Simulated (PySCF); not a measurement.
PySCF job for Al(Me)(SH)2 (CH₅AlS₂), SMILES [CH3][Al]([SH])[SH], PBE-D3(BJ)/def2-SVP. Geometry optimised at PBE-D3(BJ)/def2-SVP. The structure was generated by enumeration; whether it is a known compound was not checked. The values are those of a single conformer.

```python
import numpy as np
from pyscf import gto, scf, dft, df
from pyscf.hessian import thermo

mol = gto.M(
    atom='''
    Al    0.35840105   -0.06884566   -0.02394167
    C     2.26224916   -0.48356260   -0.15823295
    H     2.40575953   -1.57014035   -0.33857592
    H     2.80306855   -0.22959371    0.77623992
    H     2.74315896    0.05878614   -0.99754844
    S    -0.64998904   -0.24490814    1.93282000
    H    -1.88491541    0.09904712    1.47198056
    S    -0.74661388    0.54347211   -1.83506312
    H    -1.95413362    0.66124652   -1.21556697
    ''',
    basis='def2-SVP',
    charge=0,
    spin=0,
    max_memory=1600,
    verbose=3,
)
mf = dft.RKS(mol, xc='pbe').density_fit(auxbasis='def2-universal-jkfit')
mf.disp = 'd3bj'
mf.grids.level = 3
mf.conv_tol = 1e-11
mf.max_cycle = 100
mf.kernel()

# [left out here: the lines that compute and print the analytic Hessian (its translational invariance restored by hand, since the grid's response is missing), thermochemistry and intensities]
```

It prints:

```
converged SCF energy = -1079.1346280756

WARN: DFTD3 does not support analytical Hessian, using finite difference


WARN: Mole.unit (angstrom) is changed to Bohr

Mode                                 0                   1                   2
Irrep
Freq [cm^-1]                        3.9343            136.4155            137.2584
Reduced mass [au]                   1.0225              6.7462              3.2210
Force const [Dyne/A]                0.0000              0.0740              0.0358
Char temp [K]                       5.6606            196.2715            197.4843
Normal mode                   x     y     z       x     y     z       x     y     z
       0  Al                -0.00 -0.00 -0.00    0.08 -0.02 -0.00   -0.00 -0.01  0.05
       1   C                 0.00 -0.00  0.01    0.08 -0.01 -0.02   -0.01  0.04 -0.17
       2   H                 0.02 -0.09  0.59    0.09 -0.01 -0.02   -0.00  0.05 -0.21
       3   H                 0.08  0.52 -0.18    0.09 -0.01 -0.02    0.16  0.05 -0.27
       4   H                -0.10 -0.43 -0.33    0.07 -0.01 -0.02   -0.19  0.06 -0.26
       5   S                 0.00 -0.01 -0.00   -0.06  0.03 -0.07   -0.06  0.00  0.03
       6   H                 0.00 -0.01 -0.00    0.00  0.05 -0.21   -0.02  0.05 -0.04
       7   S                -0.00  0.01  0.00   -0.05 -0.01  0.08    0.06 -0.02  0.02
       8   H                 0.00  0.02  0.00    0.01 -0.04  0.21    0.01 -0.03 -0.08
Mode                                 3                   4                   5
Irrep
Freq [cm^-1]                      167.1715            180.6324            256.5512
Reduced mass [au]                   5.5655              1.0279              1.0749
Force const [Dyne/A]                0.0916              0.0198              0.0417
Char temp [K]                     240.5226            259.8898            369.1201
Normal mode                   x     y     z       x     y     z       x     y     z
       0  Al                -0.04 -0.15 -0.03    0.00  0.00  0.00   -0.00  0.00  0.00
       1   C                 0.02  0.07  0.01   -0.00 -0.00 -0.01    0.01  0.02  0.00
       2   H                 0.24  0.10  0.01   -0.01 -0.00 -0.01    0.09  0.04 -0.00
       3   H                -0.07  0.17  0.04    0.00 -0.01 -0.01   -0.03  0.06  0.01
       4   H                -0.06  0.18  0.04   -0.00  0.00 -0.01   -0.02  0.07  0.02
       5   S                 0.01  0.04  0.01   -0.00  0.01  0.00   -0.01 -0.03 -0.00
       6   H                -0.00 -0.00  0.01   -0.14 -0.68 -0.14    0.13  0.64  0.13
       7   S                 0.01  0.04  0.01    0.00 -0.02 -0.00   -0.01 -0.03 -0.01
       8   H                 0.01  0.04 -0.00    0.14  0.66  0.14    0.13  0.65  0.13
Mode                                 6                   7                   8
Irrep
Freq [cm^-1]                      376.9658            514.0273            565.9979
Reduced mass [au]                  12.1845              3.2143              1.2113
Force const [Dyne/A]                1.0201              0.5004              0.2286
Char temp [K]                     542.3698            739.5708            814.3450
Normal mode                   x     y     z       x     y     z       x     y     z
       0  Al                 0.06 -0.01 -0.00    0.00 -0.03  0.13   -0.00 -0.01  0.04
       1   C                 0.11 -0.03 -0.01    0.00 -0.01  0.03    0.00 -0.01  0.06
       2   H                 0.12 -0.03 -0.01    0.01  0.00 -0.03    0.02  0.02 -0.12
       3   H                 0.11 -0.02 -0.01    0.11 -0.01 -0.04    0.33 -0.02 -0.13
       4   H                 0.11 -0.02 -0.01   -0.12  0.03 -0.02   -0.34  0.07 -0.09
       5   S                -0.05 -0.01  0.09    0.04  0.00 -0.05    0.01  0.01 -0.04
       6   H                -0.02 -0.01  0.02    0.15  0.03 -0.33   -0.20 -0.06  0.48
       7   S                -0.05  0.03 -0.08   -0.04  0.02 -0.04   -0.01  0.01 -0.04
       8   H                -0.02  0.00 -0.02   -0.16  0.10 -0.30    0.22 -0.13  0.45
Mode                                 9                  10                  11
Irrep
Freq [cm^-1]                      615.4553            637.6339            685.6216
Reduced mass [au]                   1.4897              1.2831              2.3254
Force const [Dyne/A]                0.3325              0.3074              0.6441
Char temp [K]                     885.5031            917.4133            986.4569
Normal mode                   x     y     z       x     y     z       x     y     z
       0  Al                 0.05 -0.03 -0.01   -0.02 -0.04 -0.01    0.12 -0.02 -0.01
       1   C                -0.11  0.06  0.02    0.06  0.10  0.02   -0.13  0.02  0.01
       2   H                -0.33  0.03  0.01   -0.60  0.00  0.01   -0.12  0.03  0.01
       3   H                -0.05 -0.06  0.01    0.31 -0.28 -0.03   -0.18  0.05  0.02
       4   H                -0.07 -0.05 -0.02    0.26 -0.27 -0.10   -0.17  0.06  0.01
       5   S                 0.00 -0.01  0.03   -0.00  0.00 -0.01   -0.01  0.00 -0.00
       6   H                 0.20  0.07 -0.46   -0.06  0.04  0.18   -0.16 -0.04  0.37
       7   S                -0.00  0.01 -0.03   -0.00  0.00  0.01   -0.01  0.00  0.00
       8   H                 0.23 -0.12  0.45   -0.07  0.11 -0.14   -0.17  0.11 -0.34
Mode                                12                  13                  14
Irrep
Freq [cm^-1]                      712.1504           1164.4356           1372.9048
Reduced mass [au]                   1.5119              1.2400              1.0501
Force const [Dyne/A]                0.4518              0.9906              1.1661
Char temp [K]                    1024.6259           1675.3636           1975.3043
Normal mode                   x     y     z       x     y     z       x     y     z
       0  Al                -0.00  0.02 -0.08    0.01 -0.00 -0.00    0.00 -0.00  0.00
       1   C                 0.00 -0.02  0.11   -0.13  0.03  0.01    0.00 -0.01  0.06
       2   H                 0.02  0.03 -0.18    0.51  0.10 -0.00   -0.02  0.11 -0.70
       3   H                 0.43 -0.03 -0.15    0.42 -0.19 -0.22   -0.17  0.43  0.03
       4   H                -0.47  0.09 -0.10    0.43 -0.25  0.13    0.16 -0.43 -0.14
       5   S                -0.00 -0.01  0.03   -0.00  0.00  0.00   -0.00  0.00 -0.00
       6   H                 0.11  0.02 -0.26   -0.00 -0.00  0.01   -0.00 -0.01  0.01
       7   S                 0.00 -0.01  0.03   -0.00  0.00 -0.00    0.00  0.00 -0.00
       8   H                -0.12  0.08 -0.24   -0.00  0.00 -0.01    0.00  0.00  0.01
Mode                                15                  16                  17
Irrep
Freq [cm^-1]                     1375.9394           2621.0396           2624.0288
Reduced mass [au]                   1.0526              1.0385              1.0379
Force const [Dyne/A]                1.1741              4.2032              4.2108
Char temp [K]                    1979.6705           3771.0925           3775.3932
Normal mode                   x     y     z       x     y     z       x     y     z
       0  Al                 0.00  0.00  0.00   -0.00  0.00 -0.00   -0.00  0.00  0.00
       1   C                 0.02  0.06  0.01    0.00 -0.00  0.00    0.00 -0.00 -0.00
       2   H                 0.33  0.08  0.01    0.00 -0.00  0.00   -0.00 -0.00 -0.00
       3   H                -0.26 -0.50  0.31    0.00 -0.00 -0.00    0.00  0.00 -0.00
       4   H                -0.29 -0.37 -0.44   -0.00  0.00  0.00    0.00  0.00  0.00
       5   S                -0.00 -0.00 -0.00   -0.02  0.01 -0.01   -0.02  0.01 -0.01
       6   H                -0.00 -0.00  0.00    0.62 -0.17  0.23    0.64 -0.18  0.23
       7   S                -0.00 -0.00  0.00    0.02 -0.00 -0.01   -0.02  0.00  0.01
       8   H                -0.00 -0.00 -0.00   -0.62  0.06  0.32    0.61 -0.06 -0.31
Mode                                18                  19                  20
Irrep
Freq [cm^-1]                     2971.2908           3065.6895           3079.9172
Reduced mass [au]                   1.0356              1.0994              1.1020
Force const [Dyne/A]                5.3870              6.0879              6.1591
Char temp [K]                    4275.0259           4410.8446           4431.3151
Normal mode                   x     y     z       x     y     z       x     y     z
       0  Al                -0.00  0.00  0.00   -0.00  0.00  0.00   -0.00  0.00 -0.00
       1   C                 0.05 -0.02 -0.00    0.02  0.08  0.02   -0.00  0.02 -0.09
       2   H                -0.06  0.61  0.10    0.10 -0.71 -0.12    0.00 -0.03 -0.02
       3   H                -0.25 -0.13 -0.46   -0.22 -0.09 -0.39    0.32  0.16  0.54
       4   H                -0.22 -0.27  0.41   -0.17 -0.18  0.31   -0.31 -0.34  0.52
       5   S                 0.00 -0.00  0.00    0.00  0.00 -0.00   -0.00 -0.00  0.00
       6   H                 0.00 -0.00 -0.00   -0.00 -0.00 -0.00   -0.00  0.00  0.00
       7   S                 0.00  0.00 -0.00    0.00  0.00  0.00    0.00 -0.00  0.00
       8   H                 0.00 -0.00  0.00   -0.00 -0.00  0.00    0.00 -0.00 -0.00
temperature 298.1500 [K]
pressure 101325.00 [Pa]
Rotational constants [GHz] 3.81058 2.06503 1.35079
Symmetry number 1
Zero-point energy (ZPE) 0.05300 [Eh]   139155.969 [J/mol]
                           tot       elec      trans        rot        vib
Entropy [J/mol/K]       391.181      0.000    167.158    116.336    107.688
Cv [J/mol/K]            105.452      0.000     12.472     12.472     80.508
Cp [J/mol/K]            113.766      0.000     20.786     12.472     80.508
Internal energy [J/mol]                      3718.434   3718.434 152892.024
Internal energy [Eh]   -1079.07356  -1079.13463
Enthalpy [J/mol]                             6197.391   3718.434 152892.024
Enthalpy [Eh]          -1079.07262
Gibbs free energy [J/mol]                  -43640.622 -30967.172 120784.912
Gibbs free energy [Eh] -1079.11704
mode   freq/cm-1   IR/(km/mol)
   1        3.93         0.007
   2      136.42        12.326
   3      137.26         1.015
   4      167.17         9.070
   5      180.63         0.061
   6      256.55        38.422
   7      376.97        11.209
   8      514.03        42.574
   9      566.00         2.619
  10      615.46        31.056
  11      637.63        24.386
  12      685.62        46.718
  13      712.15       121.954
  14     1164.44        15.767
  15     1372.90         0.869
  16     1375.94         3.334
  17     2621.04         2.048
  18     2624.03         1.293
  19     2971.29         0.818
  20     3065.69         1.477
  21     3079.92         1.901
max |gradient| / (hartree/bohr): 3.9456439245435376e-05
APT charges: [ 1.1986 -0.4054  0.0209  0.0238  0.0237 -0.4757  0.0449 -0.4758  0.045 ]
```

The calculation finished and met its thresholds.

Cost: roughly 80 core-seconds.
